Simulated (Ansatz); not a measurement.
This geometry of H6O3SiZn (11 atoms, charge 0, multiplicity 1) is a first-order saddle point.

These are results of RKS BHLYP-D4/def2-SVP (Ansatz 0.2.0), not measurements.

```xyz
11
Properties=species:S:1:pos:R:3
Zn 0.114 -0.139 -0.080
O -0.015 0.528 1.711
H -0.807 0.645 2.227
O -0.333 -0.025 -1.802
H 0.070 -0.673 -2.374
O 1.237 -1.290 1.152
Si 2.516 -2.295 1.416
H 2.454 -3.421 0.457
H 3.808 -1.591 1.228
H 2.466 -2.828 2.798
H 0.719 -0.495 1.803
```

Problem. Which two structures does it join? (They come from a converged band through this point; their orientation in space is the band's.)

Solution. Bonds broken: O6–H11. Bonds formed: O2–H11.

Initial state:

```xyz
11
Properties=species:S:1:pos:R:3
Zn -0.141 -0.042 0.085
O -0.231 0.535 1.807
H -0.833 1.190 2.142
O -0.421 -0.240 -1.664
H 0.110 -0.910 -2.086
O 1.332 -1.222 1.156
Si 2.583 -2.313 1.285
H 2.725 -2.928 -0.048
H 3.839 -1.629 1.665
H 2.270 -3.347 2.295
H 0.998 -0.678 1.902
```

Final state:

```xyz
11
Properties=species:S:1:pos:R:3
Zn 0.436 -0.447 -0.036
O -0.205 0.597 1.676
H -1.082 0.769 2.014
O -0.431 0.031 -1.518
H -0.168 -0.409 -2.320
O 1.487 -1.332 1.159
Si 2.677 -2.428 1.280
H 2.647 -3.417 0.164
H 4.027 -1.801 1.264
H 2.563 -3.194 2.550
H 0.277 0.045 2.302
```

Problem. How far does it lie above each of them?

Solution. 3.5 kcal/mol above the first and 12.2 kcal/mol above the second. This is the barrier of this one path; another mechanism may lie lower. The orbitals stay closed-shell, which can raise the energy where a bond breaks towards radicals; this wasn't checked here.

The run took 13 min on 4 threads of Arm Neoverse N1 (shared host), peak memory 0.34 GiB.
